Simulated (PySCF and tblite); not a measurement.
Values are calculated unless marked as measured or tabulated.
## C₉H₁₀O, numbered as in [CH2:1]=[CH:2][CH2:3][O:4][c:5]1[cH:6][cH:7][cH:8][cH:9][cH:10]1: conformational analysis

Free energies: CAM-B3LYP-D3(BJ)/def2-SVPD (IEF-PCM, chloroform) on PBE0-D3(BJ)/def2-SVP structures plus GFN2-xTB thermal terms, symmetry and mirror images included. Conformers within 3 kcal/mol (GFN2-xTB free energy) were kept, 7 at most. GIAO shieldings: WP04/pcSseg-1 (IEF-PCM, chloroform). Couplings: B3LYP/pcSseg-1 with pcJ-1 on H (gas phase; spin-dipole term only for pairs with B, N, F, Si or P). Shifts are against TMS (¹H), TMS (¹³C) at the same level; of two unlike H on one atom, a is the less shielded. Programs: PySCF with density fitting and tblite.

Torsions listed: C1–C2–C3–O4, C2–C3–O4–C5, C3–O4–C5–C6. Of a mirror pair one member is shown.

```
conformer               shape   symmetry  E(GFN2) kcal/mol  E(DFT) kcal/mol  G(298.15 K) kcal/mol  weight %  dipole D
        1  -132°, -176°, 178°  C1 (pair)              1.15             0.40                  0.00      32.1      1.59
        2     0°, 179°, -179°         Cs              1.23             0.00                  0.10      27.2      1.67
        3       -4°, -82°, 7°  C1 (pair)              0.00             0.08                  0.17      23.9      1.70
        4   -142°, 74°, -179°  C1 (pair)              0.12             0.69                  0.63      11.1      1.67
        5  -128°, -81°, -179°  C1 (pair)              0.97             1.16                  1.02       5.7      1.64
```

Weights (%) against temperature:

| T (K) | 1 | 2 | 3 | 4 | 5 | S(mix) cal/mol/K |
| --- | --- | --- | --- | --- | --- | --- |
| 150 | 25.8 | 42.0 | 26.3 | 4.8 | 1.1 | 3.30 |
| 200 | 29.5 | 34.5 | 25.8 | 7.6 | 2.6 | 3.62 |
| 250 | 31.3 | 30.0 | 24.8 | 9.6 | 4.2 | 3.81 |
| 298.15 | 32.1 | 27.2 | 23.9 | 11.1 | 5.7 | 3.92 |
| 400 | 32.6 | 23.5 | 22.4 | 13.0 | 8.5 | 4.07 |

Averaged shifts at 298.15 K. ¹H: 7.17 (H7/H9, 2H), 6.84 (H8, 1H), 6.74 (H6/H10, 2H), 5.94 (H2, 1H), 5.47 (H1a, 1H), 5.33 (H1b, 1H), 4.40 (H3, 2H) ppm. ¹³C: 165.4 (C5), 141.9 (C2), 135.4 (C7/C9), 125.9 (C8), 123.0 (C1), 119.6 (C6/C10), 70.9 (C3) ppm.

Coordinates of conformer 1 (Å):

```xyz
20

C    -3.963    0.248    0.318
C    -2.988    0.594   -0.521
C    -1.762   -0.219   -0.768
O    -0.639    0.626   -0.675
C     0.584    0.119   -0.938
C     1.652    1.026   -0.878
C     2.946    0.596   -1.133
C     3.202   -0.741   -1.452
C     2.141   -1.638   -1.508
C     0.832   -1.221   -1.254
H    -3.902   -0.663    0.921
H    -4.862    0.860    0.431
H    -3.063    1.517   -1.108
H    -1.808   -0.666   -1.782
H    -1.692   -1.051   -0.043
H     1.432    2.066   -0.629
H     3.769    1.314   -1.084
H     4.222   -1.077   -1.652
H     2.325   -2.687   -1.754
H     0.020   -1.946   -1.304
```

Shifts are unscaled: against experiment ¹³C can be off by 15 ppm or more and ¹H by 0.8 ppm.

Search and properties took 8.9 min on 1 thread of Arm Neoverse V2, on a host shared with other jobs (rough), launched as `OMP_NUM_THREADS=1 python ens_run.py task.json out`.
